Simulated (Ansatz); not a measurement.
Consider the redistribution: `C[Se]BCF` + titanium tetrachloride → `FCBCl` + `C[Se][Ti]([Cl])([Cl])[Cl]`.

Calculated with Ansatz (gas phase, PBE0-D4/def2-TZVP geometries, no zero-point term in ΔE). CBS: MP2 limit from def2 TZ/QZ plus the TZ coupled-cluster correction, frozen cores. DFT in def2-TZVPP. B3LYP here is the variant with VWN-RPA as its local correlation; programs differ in this. For Se, Ti outer-core shells are correlated without core-valence functions, which leaves a few kJ/mol of doubt a bond. Scalar relativity is left out up to krypton. One conformer a species, not always the lowest.

| species | B3LYP-D4 energy (Eh) |
| --- | --- |
| `C[Se]BCF` | -2606.21938 |
| `[Cl][Ti]([Cl])([Cl])[Cl]` | -2690.69191 |
| `FCBCl` | -624.93698 |
| `C[Se][Ti]([Cl])([Cl])[Cl]` | -4671.96365 |

Work out ΔE.

ΔE = (-624.93698) + (-4671.96365) − (-2606.21938) − (-2690.69191) = 0.01066 Eh = +6.7 kcal/mol. CCSD(T)/CBS gives +6.4 kcal/mol.

Largest T1 diagnostic among the species: 0.025, so the coupled-cluster value is less sure than usual.

In def2-TZVPP, CCSD(T) changes the Hartree–Fock value by −2.7 kcal/mol (the triples alone add −0.9 kcal/mol) and MP2 by −5.0 kcal/mol. The D4 term adds −1.5 kcal/mol with B3LYP and −0.9 kcal/mol with PBE0; it sums over pairs of atoms, weighted by their polarisabilities, and B3LYP, whose exchange is more repulsive, gets the larger term.
